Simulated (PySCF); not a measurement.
Sn(Cl)3(OSiH3) (Cl3H3OSiSn), SMILES [Cl][Sn]([Cl])([Cl])[O][SiH3]. Atoms are numbered in the order given.

```xyz
9

Si    -2.9916    -0.5375     0.0000
O     -1.3828    -1.0149     0.0000
Sn     0.3043    -0.0274     0.0000
Cl    -0.2020     2.2577     0.0000
Cl     1.5167    -0.5922     1.9103
Cl     1.5167    -0.5922    -1.9103
H     -3.2994     0.2734    -1.2127
H     -3.2994     0.2734     1.2127
H     -3.8082    -1.7797     0.0000
```

Geometry optimised at B3LYP-D3(BJ)/def2-SVP. The def2 effective core potentials stand for the cores of Sn; spin–orbit coupling is left out. Other conformers were not sampled.

These are HF/def2-TZVP (PySCF) values and carry that method's errors.

The molecule is in vacuum.

Computed frontier levels, gap, dipole moment and polarisability:
```
Quantity                                                                                                        Value
---------------------------------------------------------------------------------------------  ----------------------
highest occupied level                                                                                      -12.76 eV
lowest empty level                                                                                            0.45 eV
orbital gap                                                                                                  13.21 eV
dipole moment                                                                                                  0.75 D
quadrupole, principal values (traceless, Buckingham form, about the centre of nuclear charge)  -2.72, -1.07, 3.79 D·Å
mean static polarisability                                                                      92.3 bohr³ (13.68 Å³)
polarisability, principal values                                                               87.1, 93.6, 96.3 bohr³
```
